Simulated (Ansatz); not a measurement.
WN2Cl2H2⁻, that is W(NH)2Cl2 with one electron more. The state is a doublet with charge -1. Geometry PBE-D4/def2-SVP, that of the neutral singlet; atoms count from 1.

Cartesian coordinates in Å:
```
W 0.358 -0.307 0.147
N -0.422 -0.338 -1.428
H -1.085 -0.013 -2.138
N -0.330 0.984 1.119
H -0.960 1.771 1.300
Cl 2.579 0.200 -0.197
Cl -0.140 -2.297 1.197
```

In the def2 sets W takes a core potential; there is no spin–orbit coupling. The highest occupied level of the charge -1 doublet lies above zero (up to 0.76 eV). By energy differences its removal costs 0.92 eV (vertical, to the charge 0 singlet, at PBE0-D4/def2-TZVPD); a positive level beside a positive removal energy at the same level points to self-interaction error.

(1) Estimate the Mulliken populations from the PBE0/def2-TZVPD orbitals of Ansatz.

(2) Where does the spin sit?

(3) And the Mayer bond orders between bonded heavy atoms (over 0.3)?

Answers

(1) 
```
atom  charge (e)  spin (α − β)  d electrons
  W1        1.04          0.92         3.77
  N2       -0.49         -0.03            –
  H3        0.07          0.02            –
  N4       -0.49         -0.03            –
  H5        0.07          0.02            –
 Cl6       -0.59          0.05            –
 Cl7       -0.59          0.05            –
```
Mulliken values and Mayer orders depend strongly on the basis. With diffuse functions, as here, like atoms can get unlike values, and bond orders can come out too low or too high.

(2) Summed by element: W 0.92, N -0.06, H 0.03, Cl 0.11, of 1 unpaired in all. Largest on single atoms: W1 0.92, Cl7 0.05, Cl6 0.05.

(3) W1–N2 2.08 (1.76 Å); W1–N4 2.08 (1.76 Å); W1–Cl6 0.60 (2.30 Å); W1–Cl7 0.61 (2.30 Å).
